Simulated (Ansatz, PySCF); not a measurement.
Al(Me)2(OSiH3) (C2H9AlOSi), SMILES [SiH3][O][Al]([CH3])[CH3]. Atoms are numbered in the order given.

```xyz
14

Al     0.1469     0.8138     0.5200
C      1.6142     1.9856    -0.0036
H      2.5864     1.4966     0.1810
H      1.6157     2.9408     0.5446
H      1.5811     2.2115    -1.0825
C     -1.0517     1.1532     2.0194
H     -1.7645     0.3321     2.1908
H     -1.6351     2.0753     1.8521
H     -0.4852     1.3133     2.9527
O     -0.0887    -0.6046    -0.4054
Si    -0.3652    -1.9776    -1.2602
H     -1.6022    -2.6683    -0.7775
H      0.7842    -2.9246    -1.1173
H     -0.5426    -1.6660    -2.7128
```

Geometry optimised at PBE0-D3(BJ)/def2-SVP. The isomer is the one that the SMILES or the coordinates give; other isomers of the formula were not compared. Other conformers were not sampled.

Vertical ionisation energy (IE) and electron affinity (EA) in eV. Rows of orbital energies are one-electron estimates. Where ΔSCF, EOM or ADC give a negative EA the extra electron is unbound and the value depends on the basis.

| level | IE | EA |
|---|---|---|
| −ε(HOMO), −ε(LUMO), r2SCAN/def2-TZVP (PySCF) | 6.63 | 0.61 |
| ΔSCF, ωB97X-V/def2-SVPD (Ansatz), final states of multiplicity 2 and 2 | [?] | [?] |

Q: Fill in the missing entries. (An estimate is asked for; the answer gives what the named calculation found.)

A: 
- ΔSCF, ωB97X-V/def2-SVPD (Ansatz, an electronic-structure program), final states of multiplicity 2 and 2, IE: 9.90
- ΔSCF, ωB97X-V/def2-SVPD (Ansatz), final states of multiplicity 2 and 2, EA: -0.89

Q: What vertical singlet–triplet gap does ΔSCF give with ωB97X-V/def2-SVPD (Ansatz)? (Estimate from the structure and the level; the computed values follow.)

A: 6.22 eV (triplet above singlet where positive).
